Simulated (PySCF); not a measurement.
Computed IR spectrum (relative IR intensity) of a molecule C₂H₅ClO₂Si. Geometry optimised at PBE0-D3(BJ)/def2-SVP. Other conformers were not sampled. All values below come from PySCF 2.14.0 with PBE0-D3(BJ)/def2-SVP. Frequencies are harmonic and unscaled.

Lines under 2 % of the strongest are left out, and lines within 2 cm⁻¹ are merged.

ν (cm⁻¹): 158 (vw), 247 (vw), 382 (vw), 566 (w), 581 (w), 607 (w), 655 (vw), 722 (vw), 801 (w), 895 (vs), 954 (m), 978 (w), 1022 (m), 1054 (vw), 1292 (s), 1393 (s), 1434 (vw), 1443 (vw), 1881 (s), 2302 (m), 2313 (m) (against the strongest line: vs over 80 %, s over 45 %, m over 15 %, w over 4 %, vw less)

Problem. Pick the molecule that these values belong to.
A) CC(=O)O[SiH2]Cl
B) COC(=O)[SiH2]Cl
C) CC(=O)[Si@@H](O)Cl
D) O=C(O)C[SiH2]Cl

Solution. A, CC(=O)O[SiH2]Cl
